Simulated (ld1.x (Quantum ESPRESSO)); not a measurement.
# Configuration tests for sulfur (RRKJ)

S (Z = 16), norm-conserving RRKJ (Kleinman–Bylander form), made with ld1.x (Quantum ESPRESSO) 7.5 (PBEsol, scalar-relativistic). Core [Ne], reference 3s2 3p4. Waves: 3p (bound): rc 1.30 bohr; 3s (bound): rc 1.35 bohr. Local part: the s channel. Core correction: a·sin(br)/r model core inside 0.95 bohr. rho0 = 0.01.

Energies are relative to the spin-unpolarised reference configuration 3s2 3p4; without spin polarisation the order of configurations can differ from experiment. The frozen-core shift is the all-electron ΔE with the core orbitals held at their reference shape minus the fully relaxed ΔE.

(1) Give the all-electron excitation energy and the error of the potential for: 3s2 3p3; 3s2 3p2; 3s2 3p1; 3s2 3p0; 3s2 3p3.5; 3s0 3p6; 3s2 3p4.3.

Answers

(1)

| valence configuration | charge | ΔE all-electron (eV) | error AE − PS (meV) | frozen-core shift (meV) |
| --- | --- | --- | --- | --- |
| 3s2 3p3 | +1 | 11.733 | +3.1 | +1.3 |
| 3s2 3p2 | +2 | 33.974 | +22 | +9.5 |
| 3s2 3p1 | +3 | 67.974 | +74 | +39 |
| 3s2 3p0 | +4 | 114.733 | +173 | +115 |
| 3s2 3p3.5 | +0.5 | 4.643 | +0.4 | +0.3 |
| 3s0 3p6 | 0 | 20.679 | +0.3 | +1.4 |
| 3s2 3p4.3 | -0.3 | -1.700 | +0.3 | 0.0 |
